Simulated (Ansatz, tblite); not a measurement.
Isomers of Pb2O4 (singlet), found by a short tight-binding search and relaxed with PBE-D4/def2-SVP in Ansatz.

In the def2 sets Pb takes a core potential; there is no spin–orbit coupling. The xTB rows come from tblite. LC-ωPBE has ω = 0.4 bohr⁻¹. Correlated methods freeze 12 core orbitals; core or outer-core shells of Pb are correlated, in sets that lack core-valence functions.

Run but left out: HF/def2-SVP (A: restricted singlet, unstable towards broken spin symmetry).

A: The restricted singlet is unstable towards broken spin symmetry in Hartree–Fock (as tested in another run); at PBE-D4/def2-TZVP, revPBE-D4/def2-TZVP, r2SCAN-D4/def2-TZVP, PBE0-D4/def2-TZVP and others this wasn't settled. At CCSD(T)/def2-SVP T1 of the charge 0 singlet is large (up to 0.026), so the single-reference result is doubtful. At CCSD(T)/def2-SVP the restricted singlet (for correlated methods, its reference) is unstable: a solution with broken spin symmetry lies lower. It holds 2 O–O bonds. B: At CCSD(T)/def2-SVP T1 of the charge 0 singlet is large (up to 0.027), so the single-reference result is doubtful. At CCSD(T)/def2-SVP the restricted singlet (for correlated methods, its reference) is unstable: a solution with broken spin symmetry lies lower. It holds 2 O–O bonds. C: At CCSD(T)/def2-SVP T1 of the charge 0 singlet is large (up to 0.033), so the single-reference result is doubtful. It holds 2 O–O bonds.

Other spin states were run for one of them alone.

For B, a triplet lies 0.70 eV below this singlet at PBE0-D4/def2-TZVP. The order below holds within this spin alone and isn't that of the ground states.

A:

Cartesian coordinates in Å:
```
Pb -1.2576 -0.0512 -1.0695
Pb 1.2577 0.0512 1.0695
O 0.7301 1.2053 -0.9169
O -1.0834 0.2492 1.2614
O -0.7301 -1.2053 0.9169
O 1.0834 -0.2492 -1.2615
```

B:

```xyz
6

Pb   -0.2496    0.4715    1.7032
Pb   -0.2141   -1.6193   -1.0450
O     0.4909    0.8195   -1.0556
O     1.3349   -0.1079   -0.1643
O    -1.1783   -1.2568    0.7968
O    -0.1837    1.6931   -0.2351
```

C:

```xyz
6

Pb   -0.5679    1.6037    1.1869
Pb   -1.0844   -1.7655   -0.1018
O    -1.7660   -0.1613    1.1295
O     0.7678   -1.0140   -1.0197
O     1.5472    0.1506   -1.0141
O     1.1033    1.1866   -0.1809
```

Q: Estimate which lies lowest at each level, and how far above it the others are (kJ/mol).

A: 
```tsv
level	A	B	C
GFN1-xTB	0.0	6.4	38.0
GFN2-xTB	0.0	13.3	17.0
PBE-D4/def2-TZVP	23.7	0.0	47.7
revPBE-D4/def2-TZVP	24.6	0.0	49.4
r2SCAN-D4/def2-TZVP	17.8	0.0	60.2
PBE0-D4/def2-TZVP	27.3	0.0	54.6
LC-ωPBE/def2-TZVP	25.9	0.0	64.4
MP2/def2-SVP	9.5	0.0	80.8
CCSD/def2-SVP	15.9	0.0	81.0
CCSD(T)/def2-SVP	14.8	0.0	79.3
```
Point groups (tolerance 0.1 Å): A D2h, B not assigned, C C2v. Lower isomers may exist.
